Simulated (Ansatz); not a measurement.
## One elementary step

Start structure (CH$_{8}$GaN, singlet), relaxed at PBE0-D4/def2-TZVP:

Ga1  (-1.664, -0.118, -0.087)
H2  (-1.513, -1.512, -0.824)
H3  (-1.697, 1.186, -0.985)
H4  (-2.434, -0.088, 1.296)
H5  (0.490, -0.708, 1.286)
N6  (0.332, 0.061, 0.644)
C7  (1.345, 0.067, -0.417)
H8  (0.380, 0.913, 1.191)
H9  (1.258, -0.856, -0.989)
H10  (1.142, 0.900, -1.090)
H11  (2.362, 0.157, -0.026)
(Å)

The step: CH₅N ([CH3][NH2]) + GaH₃ → CH₆GaN ([CH3][NH][GaH2]) + H₂; bonds formed: H2–H5; dative contacts that become bonds: Ga1–N6; bonds broken: Ga1–H2, H5–N6. Program: Ansatz 0.2.0. Basis: def2-TZVPP and def2-QZVPP. Cores are frozen in the correlated methods. Filled d shells of the heavier atoms are correlated. The def2 sets are not built for correlating such inner shells, so the correlated values are less sure here. Extrapolation: Hartree–Fock as exp(−7.88 √X), correlation as X^−2.97. Energies below are by CCSD(T) at an estimated basis limit (MP2 extrapolated from triple and quadruple zeta, plus CCSD(T) − MP2 in triple zeta).

Task: What are the electronic barrier and the energy of the step, from the start structure to the end structure? (Judge from chemistry; the value comes from the calculation.)

Result: The calculation gives: Barrier 40.63 kcal/mol; step energy 16.26 kcal/mol (uphill); reverse barrier, their difference, 24.37 kcal/mol. Barrier and step energy count from the start structure, the reverse barrier from the end structure.

The saddle point: One imaginary mode of 1258i cm⁻¹.
```
  pair  start (Å)  saddle (Å)  end (Å)
Ga1–N6       2.13        1.97     1.82
 H2–H5       3.02        0.97     0.75
Ga1–H2       1.58        1.90     4.28
 H5–N6       1.01        1.45     2.74
```

Zero-point energy (harmonic, PBE0-D4): ZPE is 55.11 kcal/mol at the start and 51.12 kcal/mol at the saddle, so the barrier goes from 40.63 to 36.63 kcal/mol.

First-order rate constant out of the start structure at 498 K by transition-state theory, with harmonic vibrational free energies alone and no tunnelling: ΔA‡ = 37.38 kcal/mol, so k = (kB T/h) exp(−ΔA‡/kB T) ≈ 10^-3 s⁻¹ (an order of magnitude at best: rotation, the number of equivalent paths and anharmonicity are left out).

No T1 diagnostic of these runs exceeds 0.015.

The step is the kind of exchange with an N–H group that builds nitride films in atomic layer and chemical vapour deposition.

Labels in which every atom is bracketed show which atoms are joined, not bond orders.

For scale, one of the runs: CCSD(T)/def2-TZVPP, 222 basis functions, launched by `ansatz run in.yaml --threads 4 --pin off --events-out ev --progress --plain --max-ram 9574MiB`. Hardware: 4 CPU threads of an Arm Neoverse V2, shared host. Wall time 80 s; peak host memory 3.5 GiB.
